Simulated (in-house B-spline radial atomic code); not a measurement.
Inner levels of rhenium as electrons are removed. A shift is the extra binding of the orbital against the neutral atom ([Xe] 4f14 5d3/2(4) 5d5/2(1) 6s2). The density at the nucleus is averaged over the nuclear charge. Computed with a B-spline radial code for spherical atoms: Dirac-Hartree-Fock, jj configuration that fills j = l - 1/2 first, finite nuclei.

A number in brackets counts the electrons of a j subshell.

```tsv
ion	configuration	shift of 4p3/2 (eV)	shift of 2p3/2 (eV)	shift of 3s1/2 (eV)	radius of 4p3/2 (bohr)	radius of 2p3/2 (bohr)	radius of 3s1/2 (bohr)	Σ<r²> (bohr²)	change of density at nucleus (bohr⁻³)
Re34+	[Kr] 4d3/2(4) 4d5/2(1)	1169.03	1375.22	1352.26	0.42689	0.070559	0.19496	3.3379	1047.31
Re35+	[Kr] 4d3/2(4)	1219.87	1447.42	1418.43	0.42452	0.070547	0.19478	3.1005	1310.64
Re36+	[Kr] 4d3/2(3)	1273.87	1522.82	1486.27	0.42201	0.070534	0.19459	2.8751	1593.62
Re37+	[Kr] 4d3/2(2)	?	?	?	?	?	?	?	?
Re38+	[Kr] 4d3/2(1)	?	?	?	?	?	?	?	?
Re39+	[Ar] 3d10 4s2 4p6	1439.29	1756.01	1695.06	0.41463	0.070494	0.19398	2.2363	2484.29
```

Fill in the row of Re37+.

shift of 4p3/2 (eV): 1328.44; shift of 2p3/2 (eV): 1599.39; shift of 3s1/2 (eV): 1555; radius of 4p3/2 (bohr): 0.41953; radius of 2p3/2 (bohr): 0.070521; radius of 3s1/2 (bohr): 0.19439; Σ<r²> (bohr²): 2.6561; change of density at nucleus (bohr⁻³): 1883.55.

Fill in the row of Re38+.

shift of 4p3/2 (eV): 1383.59; shift of 2p3/2 (eV): 1677.12; shift of 3s1/2 (eV): 1624.59; radius of 4p3/2 (bohr): 0.41707; radius of 2p3/2 (bohr): 0.070508; radius of 3s1/2 (bohr): 0.19419; Σ<r²> (bohr²): 2.4432; change of density at nucleus (bohr⁻³): 2180.45.
